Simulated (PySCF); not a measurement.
disilinane (C4H12Si2), SMILES C1CCC[SiH2][SiH2]1. Atoms are numbered in the order given.

```xyz
18

C      0.2310    -0.7347    -1.7157
C     -0.2310     0.7347    -1.7157
C      0.3638     1.6283    -0.6058
Si    -0.1780     1.1544     1.1585
Si     0.1780    -1.1544     1.1585
C     -0.3638    -1.6283    -0.6058
H      1.3354    -0.7636    -1.6661
H     -0.0367    -1.1722    -2.6927
H      0.0367     1.1722    -2.6927
H     -1.3354     0.7636    -1.6661
H      1.4677     1.5843    -0.6502
H      0.0928     2.6824    -0.7913
H      0.5760     1.9326     2.1835
H     -1.6329     1.4515     1.3267
H     -0.5760    -1.9326     2.1835
H      1.6329    -1.4515     1.3267
H     -1.4677    -1.5843    -0.6502
H     -0.0928    -2.6824    -0.7913
```
Charge 0, spin multiplicity 1.

The structure is a stationary point at TPSSh-D3(BJ)/def2-SVP. Other conformers were not sampled.

Computed with PBE/def2-TZVP (PySCF).

ESP charges are fitted to the potential on shells at 1.4 to 2.0 van der Waals radii. Atomic charges (e):

| atom | meta-Löwdin | ESP fit | Mulliken | Löwdin |
|---|---|---|---|---|
| C1 | -0.19 | ___ | -0.16 | -0.29 |
| C2 | -0.19 | ___ | -0.16 | -0.29 |
| C3 | -0.42 | -0.25 | -0.30 | -0.40 |
| Si4 | 0.32 | 0.14 | 0.08 | 0.17 |
| Si5 | 0.32 | 0.14 | 0.08 | 0.17 |
| C6 | -0.42 | -0.25 | -0.30 | -0.40 |
| H7 | 0.10 | 0.07 | 0.09 | 0.14 |
| H8 | 0.11 | 0.03 | 0.10 | 0.14 |
| H9 | 0.11 | 0.03 | 0.10 | 0.14 |
| H10 | 0.10 | 0.07 | 0.09 | 0.14 |
| H11 | 0.12 | ___ | 0.11 | 0.15 |
| H12 | 0.12 | ___ | 0.12 | 0.14 |
| H13 | -0.07 | ___ | -0.02 | -0.03 |
| H14 | -0.08 | ___ | -0.03 | -0.02 |
| H15 | -0.07 | ___ | -0.02 | -0.03 |
| H16 | -0.08 | ___ | -0.03 | -0.02 |
| H17 | 0.12 | ___ | 0.11 | 0.15 |
| H18 | 0.12 | ___ | 0.12 | 0.14 |

Task: Some entries are withheld; supply them. (The exact figures need the calculation; the answer reports its results.)

Result: 
- C1, ESP fit: -0.06
- C2, ESP fit: -0.06
- H11, ESP fit: 0.10
- H12, ESP fit: 0.09
- H13, ESP fit: -0.07
- H14, ESP fit: -0.06
- H15, ESP fit: -0.07
- H16, ESP fit: -0.06
- H17, ESP fit: 0.10
- H18, ESP fit: 0.09

Computed Mayer and Wiberg (Löwdin basis) orders of the bonds:
```csv
bond,Mayer,Wiberg
C1–C2,1.01,1.22
C2–C3,1.00,1.24
C3–Si4,1.00,1.15
Si4–Si5,0.98,1.09
C1–C6,1.00,1.24
Si5–C6,1.00,1.15
C1–H7,0.95,0.84
C1–H8,0.94,0.84
C2–H9,0.94,0.84
C2–H10,0.95,0.84
C3–H11,0.93,0.84
C3–H12,0.93,0.84
Si4–H13,0.94,0.92
Si4–H14,0.93,0.92
Si5–H15,0.94,0.92
Si5–H16,0.93,0.92
C6–H17,0.93,0.84
C6–H18,0.93,0.84
```
